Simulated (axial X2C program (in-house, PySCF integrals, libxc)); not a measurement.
**GaH along the bond: HF, scalar-relativistic**

Calculated with an in-house relativistic program for diatomic molecules. Spin-free means the one-electron spin-free X2C Hamiltonian. Basis: Ga dyall-cv3z [9s9p7d4f1g], H dyall-v3z [6s2p1d] (cores contracted in-house); Gaussian nuclei, density fitting, unrestricted open shells. Masses: Ga 68.926 u, H 1.008 u.

State: M_S = 0, Λ = 0 (closed shell). Dipoles are positive if H is the positive end.

Results along the bond:

| R (Å) | μ (D) | HOMO (eV) | LUMO (eV) |
| --- | --- | --- | --- |
| 1.458 | 0.749 | -7.93 | 0.75 |
| 1.525 | 0.446 | -8.00 | 0.74 |
| 1.575 | 0.211 | -8.04 | 0.73 |
| 1.626 | -0.030 | -8.08 | 0.71 |
| 1.676 | -0.276 | -8.12 | 0.70 |
| 1.735 | -0.568 | -8.15 | 0.67 |
| 1.793 | -0.865 | -8.17 | 0.65 |
| 1.869 | -1.253 | -8.18 | 0.62 |
| 1.961 | -1.734 | -8.16 | 0.57 |
| 2.095 | -2.443 | -8.09 | 0.49 |

One determinant describes the state; a PBE0 search over occupations chose it and may have missed a lower one. Closed shells are restricted here (equal orbitals for both partners); the stretched side of such a curve lies too high.
